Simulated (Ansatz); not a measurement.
Geometry optimisation, Ansatz, RKS PBE/def2-SVP.

Input file:

```yaml
crystal:
  periodic: [false, false, false]
  atoms:
    - { symbol: C, position_ang: [0.00405, 2.52879, -1.42353] }
    - { symbol: Si, position_ang: [0.04505, 1.14681, -0.43273] }
    - { symbol: Si, position_ang: [0.50518, -0.78758, 0.68053] }
    - { symbol: O, position_ang: [-0.85925, -1.70227, 0.71094] }
    - { symbol: H, position_ang: [-0.83478, 3.17163, -1.63864] }
    - { symbol: H, position_ang: [0.75121, -0.64439, 2.1221] }
    - { symbol: H, position_ang: [1.59076, -1.55747, 0.03296] }
    - { symbol: H, position_ang: [-1.38506, -1.83143, 1.49287] }
basis:
  gaussian: { orbitals: def2-SVP }
hamiltonian:
  xc: pbe
relax:
  f_tol: 0.015
  max_steps: 40
```

Run as:

```bash
$ ansatz run input.yaml --threads 1 --pin off --max-ram 2048MiB --backend cpu --events-out ev --progress --plain --runs-dir out
```

Where does it end, and by what steps?

The forces met the threshold. After 28 steps the energy has fallen by 2.621 eV; Si2 moved furthest, 1.92 Å. Joined: C1–Si3, Si2–O4.

| step | energy less start (eV) | largest force component (eV/Å) | accepted |
| --- | --- | --- | --- |
| 0 | 0.0000 | 2.163 | yes |
| 1 | -0.3149 | 0.913 | yes |
| 2 | -0.4284 | 1.164 | yes |
| 3 | -0.5064 | 1.401 | yes |
| 4 | -0.6467 | 0.470 | yes |
| 5 | -0.7028 | 0.324 | yes |
| 6 | -0.7146 | 0.205 | yes |
| 7 | -0.7404 | 0.116 | yes |
| 8 | -0.7528 | 0.410 | yes |
| 9 | -0.7802 | 0.509 | yes |
| 10 | -0.8315 | 0.458 | yes |
| 11 | -0.9454 | 0.568 | yes |
| 12 | -1.1196 | 0.648 | yes |
| 13 | -1.3506 | 0.543 | yes |
| 14 | -1.6236 | 0.643 | yes |
| 15 | -1.8970 | 0.402 | yes |
| 16 | -1.9571 | 1.183 | yes |
| 17 | -2.1106 | 0.587 | yes |
| 18 | -2.2192 | 0.695 | yes |
| 19 | -2.3221 | 0.623 | yes |
| 20 | -2.4315 | 0.658 | yes |
| 21 | -2.5368 | 0.858 | yes |
| 22 | -2.4509 | 1.638 | no |
| 23 | -2.6024 | 0.283 | yes |
| 24 | -2.6053 | 0.331 | yes |
| 25 | -2.6185 | 0.136 | yes |
| 26 | -2.6193 | 0.193 | yes |
| 27 | -2.6205 | 0.038 | yes |
| 28 | -2.6206 | 0.007 | yes |

```xyz
8
Properties=species:S:1:pos:R:3
C -0.131 1.267 -0.421
Si -1.815 0.739 -0.223
Si 0.691 -0.188 0.263
O -0.897 -1.002 0.426
H 0.274 2.187 -0.865
H 1.276 -0.192 1.658
H 1.575 -1.081 -0.570
H -1.155 -1.405 1.277
```

Run time: 35 s on 1 thread of Intel(R) Xeon(R) 6975P-C (Granite Rapids), on a shared host, peak memory 0.16 GiB.
